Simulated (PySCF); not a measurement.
# Deuteron quadrupole couplings in `FC1=C([SiH3])C=C[P@H+]1C1CC1`

Compound: C₇H₁₁FPSi (charge +1).
Cartesian coordinates in Å at the GFN2-xTB level; atoms count from 1:
```xyz
21
C7H11FPSi angstrom
F      1.0404   -2.0145    0.3707
C      0.9974   -0.6888    0.3837
C      2.0215    0.1633    0.2185
Si     3.8546   -0.3224   -0.0816
C      1.5697    1.5522    0.2981
C      0.2599    1.7708    0.5180
P     -0.5694    0.1921    0.6456
C     -1.8915   -0.1627   -0.5143
C     -2.7749   -1.3492   -0.2086
C     -3.3139    0.0284   -0.0450
H      4.5430    0.2335    1.0807
H      3.8855   -1.7750   -0.1670
H      4.1776    0.3640   -1.3307
H      2.2852    2.3498    0.1793
H     -0.2243    2.7275    0.6059
H     -1.0459   -0.0320    1.9214
H     -1.6341    0.0593   -1.5443
H     -3.1052   -1.9453   -1.0451
H     -2.5734   -1.9318    0.6801
H     -4.0236    0.4005   -0.7678
H     -3.4873    0.3973    0.9566
```

Level: PBE0/pcSseg-1 (PySCF, non-relativistic); Q(2H) = 0.00286 b; rigid geometry, the same for H and D, with no vibrational averaging.

Task: Rank these positions by the coupling χzz of a deuteron there, largest first.
A. H12 (Si–H hydrogen)
B. H21 (methylene hydrogen)
C. H15 (vinylic hydrogen)
D. H17 (methine hydrogen)
E. H16 (P–H hydrogen)

Result: C (224 kHz), B (215 kHz), D (210 kHz), E (134 kHz), A (109 kHz).

Task: Give the electric field gradient Vzz (the principal value of largest size), its asymmetry and the 2H coupling at each hydrogen.

Result: 
```tsv
atom	bonded to	bond length (Å)	Vzz (au)	η	χzz (kHz)
H11	Si4	1.461	0.1601	0.02	108
H12	Si4	1.455	0.1628	0.02	109
H13	Si4	1.461	0.1595	0.03	107
H14	C5	1.078	0.3200	0.04	215
H15	C6	1.076	0.3328	0.08	224
H16	P7	1.380	0.1987	0.02	134
H17	C8	1.085	0.3121	0.12	210
H18	C9	1.079	0.3236	0.06	217
H19	C9	1.082	0.3200	0.08	215
H20	C10	1.079	0.3231	0.06	217
H21	C10	1.081	0.3206	0.08	215
```

Task: Average by the element that carries the hydrogen.

Result: on Si: 108 kHz over 3 positions, mean bond length 1.459 Å; on C: 216 kHz over 7 positions, mean bond length 1.080 Å; on P: 134 kHz over 1 position, mean bond length 1.380 Å.

Task: How does χzz go with the bond length over the 7 C–H bonds?

Result: A straight-line fit has a slope of -12.9 kHz for each 0.01 Å, with a correlation coefficient of -0.90, over lengths from 1.076 to 1.085 Å. The longer bonds have the smaller couplings here.

One conformer (not necessarily the lowest) at the GFN2-xTB geometry, without solvent, vibrations or thermal averaging. GFN2-xTB bond lengths can be off by several hundredths of an ångström, more for odd bonds, and the gradients follow them. A larger basis could move these couplings by a tenth or more.

The run behind these numbers computed NMR shieldings as well. Cost: about 2.1 min of CPU time on one thread; the machine was shared, so the figure is rough.
